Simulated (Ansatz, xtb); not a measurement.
# Isomers of FH8NSi3 in order of energy

4 gas-phase structures of FH8NSi3, from a drawn sample of its isomers (lower ones may exist). Each was relaxed with GFN2-xTB; where two conformers were screened, the lower at r2SCAN-D4/def2-SVP is listed:

A. `N[SiH2][Si@@H](F)[SiH3]`, a singlet
B. `N[Si@@H]([SiH3])[SiH2]F`, a singlet
C. `N[SiH2][SiH2][SiH2]F`, a singlet
D. `N[Si@@H](F)[SiH2][SiH3]`, a singlet

Question: Which do you expect lowest at r2SCAN-D4/def2-SVP, and how would the others follow?

Answer: Calculated order at r2SCAN-D4/def2-SVP: D (0.000), C (0.426), A (0.513), B (0.542) eV. Less than 1 kcal/mol parts A and B, so the order within that pair means little.

Energies above the lowest of each column, in eV; the last columns are at B3LYP-D3(BJ)/def2-SVP geometries:

```csv
structure,GFN2-xTB,HF/STO-3G,r2SCAN-D4/def2-SVP,B3LYP-D3(BJ)/def2-SVP,CCSD(T)/def2-SVP + ΔMP2/def2-TZVPP
D,0.087,0.000,0.000,0.000,0.000
C,0.052,0.328,0.426,0.390,0.371
A,0.053,0.324,0.513,0.462,0.452
B,0.000,0.422,0.542,0.435,0.426
```

CCSD(T)/def2-SVP + ΔMP2/def2-TZVPP puts D lowest; GFN2-xTB picks B. CCSD(T)/def2-SVP + ΔMP2/def2-TZVPP orders those it was run on as D (0.000), C (0.371), B (0.426), A (0.452) eV. Less than 1 kcal/mol parts B and A, so the order within that pair means little. Some further structures that were screened fall inside this span and aren't listed. Flexible structures stand in one conformer each, not always the lowest. ΔMP2 is the change of the MP2 energy from the smaller to the larger basis.

Over these structures GFN2-xTB departs from r2SCAN-D4/def2-SVP by 0.205 eV on average once a common shift is removed. A GFN2-xTB relaxation took about 0.15 s and the r2SCAN-D4/def2-SVP energy about 2.6 s on a shared host (Ansatz 0.2.0, xtb 6.7.1).
